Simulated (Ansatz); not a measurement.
Ansatz (a program for electronic structure) input:

Ansatz 0.2 input:
```yaml
crystal:
  periodic: [false, false, false]
  atoms:
    - {symbol: Ta, position_ang: [-0.00000000, -0.00000000, -0.20036143]}
    - {symbol: F, position_ang: [0.00000000, 0.00000000, 1.62515383]}
basis:
  gaussian:
    orbitals: def2-TZVPD
hamiltonian:
  xc: {name: PBE}
total_charge: 1
magnetization: {spin_polarized: true, initial_magnetization: 3}
```

Task: Predict the final energy.

Result: -156.49520 Eh (PBE/def2-TZVPD). The basis has 83 functions.

This state (charge 1, quartet) is run at the relaxed geometry of the species with charge 0 and multiplicity 3.
